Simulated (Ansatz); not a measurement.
Abridged output of a molecular run in Ansatz:

```
Functional definition: HF
1449 factors; integrals over basis functions are off by at most 9.0e-4 eV
mean field evaluation 1: about -32022.2401 eV, gradient 3.8e1 eV
mean field evaluation 2: about -32022.5556 eV, gradient 3.9e1 eV
mean field evaluation 4: about -32025.6576 eV, gradient 3.0e0 eV
mean field evaluation 8: about -32025.7154 eV, gradient 2.4e-1 eV
mean field -32025.71577106 eV, -1176.9233467766 hartree, gradient 4.6e-6 eV, S^2 0.000000; 0 other end points of the search recorded, 0 dependent functions left out
17 core orbitals not correlated: weight in the atoms' cores, before any rotation towards them, 1.000 or more for the frozen orbitals, at most 0.000 for the correlated occupied ones
reference -32025.71577106 eV, -1176.9233467766 hartree; 16, 16 occupied and 211, 211 virtual orbitals, 1449 factors
second order -24.92245780 eV of doubles, -0.00000000 eV of singles
cycle   1  -25.36249271 eV  change   -4.4e-1 eV  update   1.1e-1
cycle   2  -25.94327581 eV  change   -5.8e-1 eV  update   3.2e-2
cycle   3  -26.08182813 eV  change   -1.4e-1 eV  update   1.6e-2
cycle   4  -26.06683030 eV  change    1.5e-2 eV  update   3.4e-3
cycle   5  -26.06387425 eV  change    3.0e-3 eV  update   1.4e-3
cycle   6  -26.06459000 eV  change   -7.2e-4 eV  update   4.3e-4
cycle   7  -26.06432848 eV  change    2.6e-4 eV  update   1.5e-4
cycle   8  -26.06423722 eV  change    9.1e-5 eV  update   4.6e-5
cycle   9  -26.06425685 eV  change   -2.0e-5 eV  update   1.9e-5
perturbative correction -0.89216226 eV, -0.0327863584 hartree
Total energy: -32052.67219017 eV, -1177.9139769070 hartree
```

Its atoms:

```xyz
9

F     1.593    1.906    0.129
Si    0.939    0.907   -0.930
S    -1.144    0.698   -0.574
Si   -1.038   -0.847    0.880
F    -0.984   -2.278    0.177
H     1.626   -0.395   -0.786
H     1.096    1.500   -2.274
H    -2.277   -0.779    1.681
H     0.189   -0.711    1.695
```

Task: Which basis set was used?
A. def2-TZVPP
B. def2-QZVPP
C. cc-pV(D+d)Z
D. def2-SVP

Result: A. It gives 244 functions.

Task: Write the keys of the input that set method, charge and spin (a neutral closed shell needs none for the last two).

Result: 
```yaml
correlation: {method: ccsd_t}
```
